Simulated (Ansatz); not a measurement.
# A family of molecules: the atomisation energy (no zero-point term)

One atom is swapped for its congeners: C2H7N (dimethylamine) `CNC`; CH7NSi `CN[SiH3]`; CH7GeN `C[NH][GeH3]`; CH7NSn `C[NH][SnH3]`. All are singlets with charge 0.

Shapes, held fixed at every level: PBE0-D4/def2-TZVP. Programs: Ansatz 0.2.0. Values in eV.

Task: How should the atomisation energy change along the series?

Result: At CCSD(T)/def2-TZVPP the atomisation energy falls at every step, from 36.82 to 30.81 eV. Every level shows the same order. For atoms past krypton def2 sets carry core potentials with scalar relativity. Relativity is left out for Ge unless named. Correlated rows may include outer-core shells of Ge, Sn, which these sets cover unevenly. Spin-orbit coupling, which grows down the group, is left out (summed over each molecule's free atoms 0.01, 0.02, 0.12, 0.31 eV).

```tsv
level	C2H7N	CH7NSi	CH7GeN	CH7NSn
SPW92/def2-TZVPP	42.89	39.04	37.57	35.83
r2SCAN0-D4/def2-TZVPP	37.25	34.35	32.67	30.93
B2PLYP/def2-TZVPP	37.46	34.50	32.80	31.09
MP2/def2-TZVPP	36.99	33.94	32.39	30.54
CCSD(T)/def2-SVP	35.93	32.73	31.27	29.50
CCSD(T)/def2-TZVPP	36.82	33.94	32.48	30.81
```
